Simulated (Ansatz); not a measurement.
**Ligand exchange: GeH(CH3)(GeH3)F + C3H6F2O → GeH(GeH3)F2 + C4H9FO**

Gas-phase species: GeH(CH3)(GeH3)F, singlet; C3H6F2O `FCCOCF`, singlet; GeH(GeH3)F2, singlet; C4H9FO `CCOCCF`, singlet. The partners trade CH3 for F: Ge–CH3 and C–F bonds give way to Ge–F and C–CH3.

Shapes, held fixed at every level: PBE0-D4/def2-TZVP. Flexible molecules stand in one conformer, not always the lowest. Programs: Ansatz 0.2.0. Electronic energies: no zero-point or thermal term.

```json
{"level": "HF/def2-TZVPP", "kind": "Hartree–Fock", "ΔE (kJ/mol)": "-93.5", "less CCSD(T)/def2-TZVPP": "-9.4"}
{"level": "PBE-D4/def2-TZVPP", "kind": "GGA", "ΔE (kJ/mol)": "-77.7", "less CCSD(T)/def2-TZVPP": "+6.4"}
{"level": "r2SCAN-D4/def2-TZVPP", "kind": "meta-GGA", "ΔE (kJ/mol)": "-82.8", "less CCSD(T)/def2-TZVPP": "+1.3"}
{"level": "PBE0-D4/def2-TZVPP", "kind": "global hybrid", "ΔE (kJ/mol)": "-79.5", "less CCSD(T)/def2-TZVPP": "+4.6"}
{"level": "B2PLYP/def2-TZVPP", "kind": "double hybrid", "ΔE (kJ/mol)": "-88.1", "less CCSD(T)/def2-TZVPP": "-4.0"}
{"level": "MP2/def2-TZVPP", "kind": "perturbation theory", "ΔE (kJ/mol)": "-88.6", "less CCSD(T)/def2-TZVPP": "-4.5"}
{"level": "CCSD/def2-TZVPP", "kind": "coupled cluster or CI", "ΔE (kJ/mol)": "-85.5", "less CCSD(T)/def2-TZVPP": "-1.4"}
{"level": "CCSD(T)/def2-TZVPP", "kind": "coupled cluster or CI", "ΔE (kJ/mol)": "-84.1", "less CCSD(T)/def2-TZVPP": "0.0"}
```

The highest level, CCSD(T)/def2-TZVPP, gives ΔE = -84.1 kJ/mol; the levels span -93.5 to -77.7. The column of differences is taken from that level and isn't an error. No measured value is set beside it here. Relativity is left out for Ge. Outer-core shells of Ge are correlated, in sets that cover them unevenly.
